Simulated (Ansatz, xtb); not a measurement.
# Relaxing a trial structure of AlClHN2Si

The starting geometry of this gas-phase doublet was built from a drawn formula by distance geometry and a force field; its bonds are those of `[AlH][Si]1(Cl)N=N1`.

```xyz
6

Al   -1.7645    0.2737    0.4187
Cl   -0.2215    2.1497   -2.6973
N     1.2401    0.1491   -0.9321
N     0.7748   -0.7026   -1.7900
Si   -0.2479    0.4690   -1.3909
H    -1.6572    1.2581    1.6276
```

Predict what it relaxes into with r2SCAN-D4/def2-SVP.

It rearranges to `Cl[Si]1N=[N][AlH]1`. Distances that change by over a tenth: N3–Si5 (1.59 → 2.17 Å), N4–Si5 (1.61 → 2.00 Å). Contacts that close: Al1–N3 (3.30 → 1.91 Å).

The energy falls by 2.56 eV over 33 steps:

```csv
step,E − E(last) (eV)
1,2.558
5,0.907
8,0.778
12,0.774
15,0.767
19,0.731
22,0.601
26,0.179
29,0.004
33,0.000
```

Final geometry (Å):

```xyz
6

Al   -1.1674    0.1559    0.3575
Cl   -0.3445    2.2998   -2.4650
N     0.5566   -0.0627   -0.4398
N     1.0605   -0.3474   -1.4935
Si   -0.7321    0.2398   -2.1633
H    -1.2493    1.3117    1.4400
```

From the same start GFN2-xTB reaches the same bonding as this run.

The end wasn't checked by frequencies. Open shells are spin-unrestricted. Run with Ansatz 0.2.0, 110 s on 2 threads of Intel(R) Xeon(R) 6975P-C (Granite Rapids), with other jobs on the host.
